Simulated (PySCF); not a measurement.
## C₆ coefficients of unlike pairs at PBE0

Calculated with PySCF 2.14 from the dipole response of each species, C₆(A,B) = (3/π) ∫ α_A(iu) α_B(iu) du, in atomic units, from isotropic polarisabilities. For ions this is the dispersion term alone; charge-induced terms of lower order in 1/R come first.

```tsv
species	configuration	basis	relativity	α (bohr³)	C₆ (like pair)
Te	[Kr] 4d10 5s2 5p4 (3P)	aug-cc-pwCVTZ-DK3 (10s9p7d4f1g)	spin-free X2C	39.30	434.4
Co⁺	[Ar] 3d8 (3F)	def2-TZVPPD (6s6p4d2f1g)	none	7.287	16.57
W	[Xe] 4f14 5d4 6s2 (5D)	aug-cc-pVTZ-PP with ECP60MDF (6s6p5d3f2g)	core potential	75.19	926.9
He	1s2 (1S)	dyall-acv3z (10s3p2d)	none	1.456	1.591
```

Estimate C₆ for W with Co⁺.

The integral gives 115.3. The combination rule 2 C_A C_B / (C_A α_B/α_A + C_B α_A/α_B) gives 117.8 and the geometric mean 123.9.

No spin-orbit coupling is included.

The other pairs:

```tsv
pair	C₆
He, W	31.93
W, Te	620.0
He, Te	24.11
Co⁺, Te	81.97
He, Co⁺	4.891
```
